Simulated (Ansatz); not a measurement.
Cartesian coordinates (Å):
SMILES: B(C)C
```xyz
10

C      1.3577     0.1980    -0.1530
B      0.0135    -0.1446     0.5556
C     -1.3655    -0.1144    -0.1682
H      2.0756     0.7234     0.4822
H      1.8300    -0.7746    -0.3688
H      1.2594     0.7159    -1.1102
H      0.0417    -0.4476     1.7207
H     -1.3169    -0.0977    -1.2598
H     -1.8364     0.8336     0.1403
H     -2.0593    -0.8921     0.1613
```
Charge 0, spin multiplicity 1.

Calculation: frozen-core CCSD(T)/cc-pVQZ // r2SCAN-D4/def2-TZVP (Ansatz, a program for electronic structure).

```json
{
  "HF energy": "-104.53865 Ha",
  "MP2 correlation energy": "-0.49262 Ha"
}
```

Question: Estimate the CCSD correlation energy, the (T) correction, the total energy and the T1 diagnostic.

Answer: 
- CCSD correlation energy: -0.52834 Ha
- (T) correction: -0.01944 Ha
- CCSD(T) total energy: -105.08642 Ha
- T1 diagnostic: 0.010
